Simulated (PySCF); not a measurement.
# One molecule, several mistakes: BFH3OSi anion

These are calculations, not measurements. The program is PySCF 2.14.0, an open-source quantum chemistry code, run on an isolated molecule that a program drew, which may never have been made. The molecule is BFH3OSi anion (charge -1, singlet), drawn as the SMILES string `O=[SiH][BH2-]F`.

Each row is a Hartree-Fock (HF) and frozen-core CCSD(T) single point in the aug-cc-pV(D+d)Z basis, meant for a local HF minimum. Run 1 is clean. Each other run has one planted mistake out of seven kinds, and not every kind appears here: one electron removed, one electron added, multiplicity raised by two, geometry at a saddle point, minimal basis STO-3G, one bond length entered in bohr, all coordinates scaled. The reference is restricted for singlets and unrestricted otherwise, and also for a bond in bohr. Adding or removing an electron swaps singlet and doublet. Electrons count all cores. HOMO and LUMO are orbital energies over both spins, the gradient is its largest component, and the lowest frequency (negative if imaginary) is given only where the gradient is small. Bond lengths are over the 6 bonds as drawn. T1 is the CCSD diagnostic: over 0.02 (restricted) or 0.045 (unrestricted) a single reference is doubtful.

Geometry of the clean run:
```xyz
7
BFH3OSi anion, angstrom
O    -1.0137   -1.2072    0.8701
Si   -0.0492   -0.0606    1.1876
B     0.6592    1.5113    0.0403
F     1.5444    2.2988    0.8878
H     0.4742   -0.1082    2.6165
H     1.2659    1.0350   -0.9195
H    -0.3072    2.1742   -0.3361
```

| run | electrons | basis functions | <S^2> | HOMO (eV) | LUMO (eV) | gradient (hartree/bohr) | lowest frequency (cm^-1) | mean bond (Å) | longest bond (Å) | T1 | HF (hartree) | CCSD(T) (hartree) | mistake |
|---|---|---|---|---|---|---|---|---|---|---|---|---|---|
| 1 | 40 | 128 | 0.000 | -4.87 | 3.95 | 2.1e-05 | 59 | 1.5073 | 2.071 | 0.0191 | -489.76401 | -490.43447 | no fault |
| 2 | 39 | 128 | 0.787 | -11.20 | -1.21 | 6.5e-02 | - | 1.5073 | 2.071 | 0.0832 | -489.64235 | -490.28395 | one electron removed |
| 3 | 40 | 128 | 0.000 | -5.02 | 3.95 | 3.4e-02 | - | 1.5526 | 2.133 | 0.0204 | -489.75842 | -490.43494 | ? |
| 4 | 40 | 128 | 0.000 | -2.84 | 3.60 | 7.3e-02 | - | 1.8144 | 3.914 | 0.0232 | -489.68951 | -490.35550 | ? |

**Which mistake was planted in run 3, and what did it cost?**

The mean and the longest bond both change by the same factor, 1.030, and the gradient is no longer small. So the mistake is: all coordinates scaled. Subtracting run 1 and multiplying by 627.51 kcal/mol a hartree, the energy moved by 3.5 kcal/mol in HF and -0.3 kcal/mol in CCSD(T).

**Which mistake was planted in run 4, and what did it cost?**

The mean bond changes by a factor of 1.204 and the longest by 1.890, so the molecule wasn't scaled as a whole. A length L in bohr read as angstrom grows by (1/0.5292 - 1) L = 0.890 L. The 6 bonds together grew by 6 x 0.3071 = 1.843 Å, which gives L = 2.071 Å. That is bond Si2-B3, 2.071 Å in the clean geometry. So the mistake is: one bond length entered in bohr. Subtracting run 1 and multiplying by 627.51 kcal/mol a hartree, the energy moved by 46.7 kcal/mol in HF and 49.6 kcal/mol in CCSD(T).

Cautions from the logs. Run 2: T1 is over the limit, so its CCSD(T) energy is less reliable; run 3: T1 is over the limit, so its CCSD(T) energy is less reliable.
